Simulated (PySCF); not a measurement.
C5H8FO (doublet state).
SMILES with atom numbers: `[CH2:1][CH2:2][C:3]1([F:4])[CH2:5][O:6][CH2:7]1` (hydrogens: H8, H9 on C1; H10, H11 on C2; H12, H13 on C5; H14, H15 on C7)

Structure used (GFN2-xTB), in Å, numbered top down from 1:
```xyz
15
C5H8FO angstrom
C      1.8080    0.5696   -0.0644
C      1.0863   -0.5910    0.4742
C     -0.4399   -0.5407    0.2530
F     -0.9861   -1.6600    0.8479
C     -0.9570   -0.2947   -1.1668
O     -1.4831    0.9758   -0.7774
C     -1.1782    0.7553    0.6011
H      2.0319    0.6398   -1.1102
H      2.0621    1.3980    0.5657
H      1.4223   -1.5174   -0.0049
H      1.2362   -0.6772    1.5535
H     -0.2051   -0.2121   -1.9529
H     -1.7464   -0.9894   -1.4683
H     -2.0797    0.5941    1.1988
H     -0.5757    1.5578    1.0289
```

The hyperfine couplings belong to this conformer and change with its torsions.

Computed, not measured: PySCF 2.14.0, UKS B3LYP, pcH-1 on C F H O, non-relativistic, mean-field spin-orbit, GIAO. Geometry: GFN2-xTB, one conformer, isolated molecule. The geometry wasn't refined by DFT: couplings that depend on bond lengths, twists or pyramidal angles can differ widely from those at the functional's own minimum. No stability test was run, so a lower SCF solution isn't excluded.

(1) Give the principal g shifts and their parts.

(2) What effective moment and Curie constant follow for a powder?

(3) Average each term over the three axes. Which is largest in size?

(4) In a frozen sample, at which fields do the three g values resonate at 9.5, 34, 94 and 263 GHz (hyperfine left aside), and which band first spreads them over more than twice a line width of 0.5 mT?

Answers

(1) 
```json
{"Δg (ppm)": "relativistic mass correction", "1": "-144", "2": "-144", "3": "-144"}
{"Δg (ppm)": "gauge correction", "1": "6", "2": "37", "3": "29"}
{"Δg (ppm)": "orbital Zeeman/spin–orbit", "1": "40", "2": "653", "3": "782"}
{"Δg (ppm)": "total", "1": "-99", "2": "545", "3": "667"}
```

So g = 2.00222, 2.00286, 2.00299 and g_iso = 2.00269; the tensor is rhombic: the two nearest values differ by 16 % of g3 − g1. 

(2) With the mean of g² = 4.0108 and S(S+1) = 0.75: μ_eff = √(⟨g²⟩S(S+1)) = 1.734 μB and χT = 0.12505·⟨g²⟩·S(S+1) = 0.376 cm³ K/mol (cgs; spin-Hamiltonian part alone).

(3) The orbital-Zeeman/spin–orbit term 492, the mass correction -144 and the gauge correction 24 ppm, for a total of 371 ppm. The orbital-Zeeman/spin–orbit term is the largest in size. The mass correction is the same along every axis, so the anisotropy comes from the other two: their spans along these axes are 31 (gauge) and 743 ppm (orbital Zeeman/spin–orbit).

(4) 
| band | GHz | B(g3) mT | B(g2) mT | B(g1) mT | spread mT |
| --- | --- | --- | --- | --- | --- |
| X | 9.5 | 338.87 | 338.89 | 339.00 | 0.13 |
| Q | 34.0 | 1212.80 | 1212.87 | 1213.26 | 0.46 |
| W | 94.0 | 3353.04 | 3353.24 | 3354.32 | 1.28 |
| J | 263.0 | 9381.37 | 9381.94 | 9384.96 | 3.59 |

The spread grows in proportion to the frequency. W band is the first where it exceeds 1.0 mT.

Largest spin populations (Mulliken): C1 (+1.08) and C2 (-0.09). No atom but C1 exceeds +0.15. The positive populations add up to 1.18 and the negative ones to -0.18, together 2S = 1. The angles at C1 add up to 359.9°, so it is planar; its axial dipolar tensor and the negative couplings of its protons fit spin in a p orbital normal to that plane.

The HOMO–LUMO gaps are 7.16 eV among the α and 5.09 eV among the β orbitals.
